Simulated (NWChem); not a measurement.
System: germylsilane (GeSiH6); SMILES [SiH3][GeH3]

The following NWChem deck was run.

```
start job
memory heap 200 mb stack 900 mb global 1100 mb
geometry units angstroms noautoz
  Si     0.000000     0.000000    -1.561545
  Ge     0.000000     0.000000     0.821568
  H     -0.104326     1.399602    -2.075913
  H      1.264254    -0.609452    -2.075913
  H     -1.159927    -0.790150    -2.075913
  H     -1.299451     0.627048     1.361829
  H      0.106686    -1.438882     1.361829
  H      1.192765     0.811834     1.361829
end
basis spherical
  Si library def2-tzvp
  Ge library def2-tzvp
  H library def2-tzvp
end
dft
  xc b3lyp
  iterations 150
  mulliken
end
task dft energy
```

NWChem printed, in part:

```
             Northwest Computational Chemistry Package (NWChem) 7.3.0
             --------------------------------------------------------

 C3V symmetry detected

                             Geometry "geometry" -> ""
                             -------------------------

 Output coordinates in angstroms (scale by  1.889725989 to convert to a.u.)

  No.       Tag          Charge          X              Y              Z
 ---- ---------------- ---------- -------------- -------------- --------------
    1 Si                  14.0000    -0.00000000     0.00000000    -1.60551219
    2 Ge                  32.0000    -0.00000000     0.00000000     0.77760081
    3 H                    1.0000     0.99241349     0.99241349    -2.11988019
    4 H                    1.0000     0.36324855    -1.35566204    -2.11988019
    5 H                    1.0000    -1.35566204     0.36324855    -2.11988019
    6 H                    1.0000    -0.37343224     1.39366810     1.31786181
    7 H                    1.0000    -1.02023586    -1.02023586     1.31786181
    8 H                    1.0000     1.39366810    -0.37343224     1.31786181

 Effective nuclear repulsion energy (a.u.)     172.4160054414

      Symmetry information
      --------------------

 Group name             C3v
 Group number             17
 Group order               6
 No. of unique centers     4

                                 NWChem DFT Module
                                 -----------------

 Summary of "ao basis" -> "ao basis" (spherical)
 ------------------------------------------------------------------------------
       Tag                 Description            Shells   Functions and Types
 ---------------- ------------------------------  ------  ---------------------
 Si                        def2-tzvp                13       37   5s5p2d1f
 Ge                        def2-tzvp                16       48   6s5p4d1f
 H                         def2-tzvp                 4        6   3s1p

      Symmetry analysis of basis
      --------------------------

        a1         41
        a2          4
        e          76

  Rotation of axis

            General Information
            -------------------
          SCF calculation type: DFT
          Wavefunction type:  closed shell.
          No. of atoms     :     8
          No. of electrons :    52
           Alpha electrons :    26
            Beta electrons :    26
          Charge           :     0
          Spin multiplicity:     1
          Use of symmetry is: on ; symmetry adaption is: on
          Maximum number of iterations: 150
          AO basis - number of functions:   121
                     number of shells:    53
          Convergence on energy requested:  1.00D-06
          Convergence on density requested:  1.00D-05
          Convergence on gradient requested:  5.00D-04

              XC Information
              --------------
                         B3LYP Method XC Potential
                     Hartree-Fock (Exact) Exchange  0.200
                        Slater Exchange Functional  0.800 local
                    Becke 1988 Exchange Functional  0.720 non-local
              Lee-Yang-Parr Correlation Functional  0.810
                  VWN I RPA Correlation Functional  0.190 local

             Grid Information
             ----------------
          Grid used for XC integration:  medium
          Radial quadrature: Mura-Knowles
          Angular quadrature: Lebedev.
          Tag              B.-S. Rad. Rad. Pts. Rad. Cut. Ang. Pts.
          ---              ---------- --------- --------- ---------
          Si                  1.10       88          10.0       590
          Ge                  1.25      112          10.0       590
          H                   0.35       45          12.0       434
          Grid pruning is: on
          Number of quadrature shells:   290
          Spatial weights used:  Erf1

      Superposition of Atomic Density Guess
      -------------------------------------

 Sum of atomic energies:       -2367.14032805

      Non-variational initial energy
      ------------------------------

 Total energy =   -2367.758337
 1-e energy   =   -3641.988805
 2-e energy   =    1101.814463
 HOMO         =      -0.322185
 LUMO         =       0.060769

      Symmetry analysis of molecular orbitals - initial
      -------------------------------------------------

  Numbering of irreducible representations:

     1 a1          2 a2          3 e

  Orbital symmetries:

     1 a1          2 a1          3 a1          4 e           5 e
     6 a1          7 a1          8 a1          9 e          10 e
    11 a1         12 e          13 e          14 a1         15 e
    16 e          17 a1         18 e          19 e          20 a1
    21 a1         22 e          23 e          24 e          25 e
    26 a1         27 a1         28 e          29 e          30 a1
    31 e          32 e          33 a1         34 a1         35 e
    36 e

     ---------------------------------------------
      Total Density - Mulliken Population Analysis
     ---------------------------------------------

    Atom       Charge   Shell Charges
 -----------   ------   -------------------------------------------------------
    1 Si  14    13.91   2.00  0.59  1.39  0.90  0.50  4.12  1.73  0.52  1.46  0.57  0.06  0.07  0.01
    2 Ge  32    31.91   2.00  2.00  1.16  0.80  0.82  0.62  5.98  4.43  1.57  1.36  1.07  8.89  1.11  0.02  0.07  0.01
    3 H    1     1.04   0.22  0.54  0.26  0.01
    4 H    1     1.04   0.22  0.54  0.26  0.01
    5 H    1     1.04   0.22  0.54  0.26  0.01
    6 H    1     1.02   0.22  0.54  0.26  0.01
    7 H    1     1.02   0.22  0.54  0.26  0.01
    8 H    1     1.02   0.22  0.54  0.26  0.01

   convergence    iter        energy       DeltaE   RMS-Dens  Diis-err
 ---------------- ----- ----------------- --------- --------- ---------
 d= 0,ls=0.0,diis     1  -2370.1419212503 -2.54D+03  3.41D-03  6.77D-01
 d= 0,ls=0.0,diis     2  -2370.1702737737 -2.84D-02  1.73D-03  3.97D-02
 d= 0,ls=0.0,diis     3  -2370.1725027982 -2.23D-03  5.94D-04  1.62D-02
 d= 0,ls=0.0,diis     4  -2370.1738442733 -1.34D-03  9.18D-05  2.23D-04
 d= 0,ls=0.0,diis     5  -2370.1738642283 -2.00D-05  2.51D-05  1.83D-05
  Resetting Diis
 d= 0,ls=0.0,diis     6  -2370.1738661947 -1.97D-06  4.85D-06  1.13D-06
 d= 0,ls=0.0,diis     7  -2370.1738662823 -8.76D-08  2.14D-06  2.09D-08

         Total DFT energy =    -2370.173866282258
      One electron energy =    -3643.415661846946
           Coulomb energy =     1203.067632732831
    Exchange-Corr. energy =     -102.241842609577
 Nuclear repulsion energy =      172.416005441434

 Numeric. integr. density =       52.000033208799

                  Occupations of the irreducible representations
                  ----------------------------------------------

                     irrep           alpha         beta
                     --------     --------     --------
                     a1               12.0         12.0
                     a2                0.0          0.0
                     e                14.0         14.0

                       DFT Final Molecular Orbital Analysis
                       ------------------------------------

 Vector   24  Occ=2.000000D+00  E=-3.391109D-01  Symmetry=e
              MO Center=  1.6D-01, -6.8D-02,  1.4D-01, r^2= 4.7D+00
   Bfn.  Coefficient  Atom+Function         Bfn.  Coefficient  Atom+Function
  ----- ------------  ---------------      ----- ------------  ---------------
    53      0.268600  2 Ge px               117      0.225047  8 H  s
    56      0.157349  2 Ge px                99      0.157823  5 H  s
    15     -0.154291  1 Si px               118      0.140408  8 H  s
   116      0.138602  8 H  s                 47     -0.131564  2 Ge px
   111     -0.127205  7 H  s                100      0.106923  5 H  s

 Vector   25  Occ=2.000000D+00  E=-3.391109D-01  Symmetry=e
              MO Center= -1.6D-01,  6.8D-02,  1.4D-01, r^2= 4.7D+00
   Bfn.  Coefficient  Atom+Function         Bfn.  Coefficient  Atom+Function
  ----- ------------  ---------------      ----- ------------  ---------------
    54      0.268600  2 Ge py               105      0.203372  6 H  s
   111     -0.186420  7 H  s                 57      0.157349  2 Ge py
    16     -0.154291  1 Si py                93      0.142623  4 H  s
    48     -0.131564  2 Ge py                87     -0.130735  3 H  s
   106      0.126886  6 H  s                104      0.125253  6 H  s

 Vector   26  Occ=2.000000D+00  E=-2.972268D-01  Symmetry=a1
              MO Center= -6.1D-15,  1.0D-14, -3.4D-01, r^2= 3.3D+00
   Bfn.  Coefficient  Atom+Function         Bfn.  Coefficient  Atom+Function
  ----- ------------  ---------------      ----- ------------  ---------------
    55     -0.340734  2 Ge pz                17      0.317379  1 Si pz
    58     -0.201044  2 Ge pz                49      0.159924  2 Ge pz
    20      0.123240  1 Si pz                 8     -0.122170  1 Si pz
    14      0.119595  1 Si pz                 5      0.089575  1 Si s
     4      0.087791  1 Si s                105     -0.085752  6 H  s

 Vector   27  Occ=0.000000D+00  E= 2.947077D-03  Symmetry=a1
              MO Center= -1.1D-15, -1.6D-17, -5.9D-01, r^2= 7.6D+00
   Bfn.  Coefficient  Atom+Function         Bfn.  Coefficient  Atom+Function
  ----- ------------  ---------------      ----- ------------  ---------------
    43      2.045954  2 Ge s                 20     -1.232577  1 Si pz
     5     -0.986772  1 Si s                 58     -0.766518  2 Ge pz
   106     -0.449601  6 H  s                112     -0.449601  7 H  s
   118     -0.449601  8 H  s                 17     -0.294099  1 Si pz
    42      0.251845  2 Ge s                 41     -0.177925  2 Ge s

[...]
```

Level: B3LYP/def2-TZVP. Structure relaxed at the PBE0/def2-SVP level.
